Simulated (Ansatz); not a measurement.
Reaction (SMILES): NB(N)N → N[B]N + [NH2] (NH2) (the B-N bond at the site shown breaks; other sites are not compared here)
Geometries: B3LYP-D3(BJ)/def2-TZVP minima from Ansatz (a program for electronic structure), one conformer each, not searched for the lowest.
Geometry of the first species:
```xyz
10

B      0.0001     0.0000     0.0000
N      1.4250     0.0680    -0.0780
N     -0.6432    -1.2496     0.2579
N     -0.7832     1.1815    -0.1799
H      1.9304     0.9298    -0.1686
H      2.0168    -0.7414    -0.0475
H     -0.1412    -2.0988     0.4402
H     -1.6370    -1.3760     0.2065
H     -0.3870     2.0736    -0.4112
H     -1.7730     1.2132    -0.0198
```
Charge 0, spin multiplicity 1.

Wanted: bond dissociation energy (electronic energy difference), in kcal/mol. Correlated levels leave the core frozen unless marked. Open shells are spin-unrestricted. No spin-orbit coupling. No relativistic terms. Basis-set limits of correlation are two-point, X^-3; Hartree-Fock from the larger set. [CCSD(T)-MP2]/basis is that difference in the basis named.

```json
[
 {"level": "HF/6-31G*", "program": "Ansatz", "bond dissociation energy (kcal/mol)": "98.2", "minus last row": "-31.1"},
 {"level": "HF/aug-cc-pVTZ", "program": "Ansatz", "bond dissociation energy (kcal/mol)": "97.5", "minus last row": "-31.8"},
 {"level": "PBE-D4/def2-TZVPD", "program": "Ansatz + dftd4", "bond dissociation energy (kcal/mol)": "125.0", "minus last row": "-4.3"},
 {"level": "BLYP/def2-TZVPD", "program": "Ansatz", "bond dissociation energy (kcal/mol)": "119.1", "minus last row": "-10.2"},
 {"level": "B3LYP/def2-TZVPD", "program": "Ansatz", "bond dissociation energy (kcal/mol)": "122.1", "minus last row": "-7.2"},
 {"level": "PBE0/def2-SVP", "program": "Ansatz", "bond dissociation energy (kcal/mol)": "126.4", "minus last row": "-2.9"},
 {"level": "PBE0-D4/def2-TZVPD", "program": "Ansatz + dftd4", "bond dissociation energy (kcal/mol)": "125.1", "minus last row": "-4.2"},
 {"level": "PBE0/def2-TZVPD", "program": "Ansatz", "bond dissociation energy (kcal/mol)": "124.0", "minus last row": "-5.3"},
 {"level": "LC-wPBE-D3(BJ)/def2-TZVPD", "program": "Ansatz + dftd3", "bond dissociation energy (kcal/mol)": "126.8", "minus last row": "-2.5"},
 {"level": "wB97X-V/def2-TZVPD", "program": "Ansatz", "bond dissociation energy (kcal/mol)": "129.2", "minus last row": "-0.1"},
 {"level": "B2PLYP/def2-TZVPD", "program": "Ansatz", "bond dissociation energy (kcal/mol)": "125.5", "minus last row": "-3.8"},
 {"level": "RPA@PBE/cc-pVQZ", "program": "Ansatz", "bond dissociation energy (kcal/mol)": "122.5", "minus last row": "-6.8"},
 {"level": "CCSD/aug-cc-pVDZ", "program": "Ansatz", "bond dissociation energy (kcal/mol)": "120.8", "minus last row": "-8.5"},
 {"level": "RI-MP2/CBS(cc-pVTZ,cc-pVQZ)+[CCSD(T)-MP2]/cc-pVDZ", "program": "Ansatz", "bond dissociation energy (kcal/mol)": "129.7", "minus last row": "0.4"},
 {"level": "RI-MP2/CBS(aug-cc-pVTZ,aug-cc-pVQZ)+[CCSD(T)-MP2]/aug-cc-pVTZ", "program": "Ansatz", "bond dissociation energy (kcal/mol)": "129.3", "minus last row": "0.0"}
]
```
